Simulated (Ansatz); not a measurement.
`BBr` + `[OH][GeH3]` → `B[O][GeH3]` + HBr  (ligand exchange at a B–Br bond)

Computed with Ansatz on PBE0-D4/def2-TZVP structures; ΔE is electronic, products minus reactants. CCSD(T)/CBS adds triple-zeta CCSD(T) − MP2 to the extrapolated MP2 energy (def2 sets, frozen cores). DFT in def2-TZVPP. B3LYP here is the variant with VWN-RPA as its local correlation; programs differ in this. HSE06 is defined as in plane-wave codes. For Br, Ge outer-core shells are correlated without core-valence functions, which leaves a few kJ/mol of doubt a bond. Scalar relativity is left out up to krypton.

**Question.** Is it downhill or uphill in electronic energy at CCSD(T)/CBS, and by how much? (Best estimate.)

**Answer.** Computed: Downhill: ΔE = -56.8 kJ/mol.

**Question.** What do these levels give: B97M-V, PBE0-D4, HSE06-D4, PBE0, B3LYP, r2SCAN0, RPA@PBE/def2-TZVPP, HF/def2-SVP, MP2/def2-SVP, CCSD(T)/def2-SVP, MP2/def2-QZVPP, SCS-MP2/def2-QZVPP? (Estimate.)

**Answer.** Computed: B97M-V -62.9, PBE0-D4 -56.6, HSE06-D4 -56.4, PBE0 -55.4, B3LYP -62.8, r2SCAN0 -57.7, RPA@PBE/def2-TZVPP -60.8, HF/def2-SVP -72.9, MP2/def2-SVP -76.0, CCSD(T)/def2-SVP -78.6, MP2/def2-QZVPP -55.4, SCS-MP2/def2-QZVPP -58.2 kJ/mol.

Largest T1 diagnostic among the species: 0.013.

At CCSD(T), def2-SVP lies −21.8 kJ/mol from the extrapolated value and def2-TZVPP −3.9 kJ/mol. Leaving LDA and LC-ωPBE aside and taking each functional with its dispersion term where it has one, the values, not all of them listed here, spread over 14.1 kJ/mol, from CAM-B3LYP-D4 to revPBE-D4. LDA lies −10.5 kJ/mol from PBE without D4.
